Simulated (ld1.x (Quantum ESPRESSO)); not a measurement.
## Which change was made? (In, TM semilocal)

ld1.x (Quantum ESPRESSO) 7.5 input, shortened:

```
&input
   title='In', zed=49., rel=1, dft='PBE', iswitch=3,
   config='[Kr] 4d10 4f-2 5s1 5p2'
 /
 &inputp
   pseudotype=1, tm=.true., lloc=0,
   nlcc=.false.
 /
4
5P  2  1   2.00   0.00  1.90  1.90  0.0
4D  3  2  10.00   0.00  1.35  1.35  0.0
4F  4  3  -2.00   0.20  1.70  1.70  0.0
5S  1  0   1.00   0.00  1.55  1.55  0.0
 &test
   configts(1)='4d10 5s1 5p2'
 /
```

Cutoffs, loose and tight: the cutoffs (Ry, on a coarse ladder) from which the occupation-weighted sum of valence levels, in a spherical-Bessel basis at the reference potential, stays within 10 and 1 mRy of its value at 400 Ry. They do not see the model core or the augmentation charge, which bear on the density cutoff. Test errors are all-electron minus pseudo excitation energies from the reference, over the configurations 4d10 5s2 5p1; 4d10 5s2 5p0; 4d10 5s1 5p0; 4d9 5s2 5p1; 4d10 5s2 5p1.3; 4d9 5s0 5p0; 4d10 5s2 5p0.5; variants that change the core or the reference have their own tests.

The base gives: outcome: generated; cutoff, loose: 90 Ry; cutoff, tight: 140 Ry; bound ghosts: none; largest test error (meV): +97.

Task: After one change the result is: outcome: generated; cutoff, loose: 90 Ry; cutoff, tight: 140 Ry; bound ghosts: none; largest test error (meV): +76. Which change was it?
A. wave 5p (bound): rc 1.90 bohr becomes 5p (bound): rc 1.32 bohr
B. wave 5p (bound): rc 1.90 bohr becomes 5p (bound): rc 2.04 bohr
C. wave 5p (bound): rc 1.90 bohr becomes 5p (bound): rc 1.56 bohr
D. wave 5p (bound): rc 1.90 bohr becomes 5p (bound): rc 1.80 bohr

Result: D. The others give: wave 5p (bound): rc 1.90 bohr becomes 5p (bound): rc 1.56 bohr → outcome: generated; cutoff, loose: 110 Ry; cutoff, tight: 160 Ry; bound ghosts: none; largest test error (meV): +850 | wave 5p (bound): rc 1.90 bohr becomes 5p (bound): rc 1.32 bohr → outcome: generated, misses its reference levels by 0.46 eV; cutoff, loose: 120 Ry; cutoff, tight: 300 Ry; bound ghosts: none; largest test error (meV): -351 | wave 5p (bound): rc 1.90 bohr becomes 5p (bound): rc 2.04 bohr → outcome: generated; cutoff, loose: 90 Ry; cutoff, tight: 140 Ry; bound ghosts: none; largest test error (meV): +124.
